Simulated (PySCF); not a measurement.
## SiBr₄ → SiBr₂ + Br₂

Level: PBE0 in the def2-SVP basis family, all electrons, no relativity, computed in PySCF with density fitting; open shells unrestricted.

```tsv
species	state and structure	E (Eh)	ZPE (kJ/mol)	H(298 K) − H(0) (kJ/mol)	S° (J/(mol K))
SiBr₄	singlet, Td, Si–Br 2.203 Å (×4)	-10583.65906	13.9	22.3	379.4
SiBr₂	singlet, C2v, Si–Br 2.256 Å (×2); Br–Si–Br 102.1°	-5436.43219	5.7	13.3	304.9
Br₂	singlet, D∞h, Br–Br 2.298 Å	-5147.07788	1.9	9.7	245.2
```

Task: What is the electronic reaction energy?

Result: At PBE0/def2-SVP, ΔE = 391.2 kJ/mol from the differences of the total energies times 2625.5, uphill. 

Task: Add zero-point, thermal and entropy terms for 298.15 K and 1 bar.

Result: ΔZPE = -6.3 and Δ[H(298) − H(0)] = 0.7 kJ/mol give ΔH° = 385.6 kJ/mol. ΔS° = 170.7 J/(mol K), so ΔG° = 385.6 − 298.15 × (0.1707) = 335 kJ/mol. ΔG° would change sign near 2260 K if ΔH° and ΔS° stayed fixed.

The structures come from searches over a few start shapes, so lower isomers are not excluded.
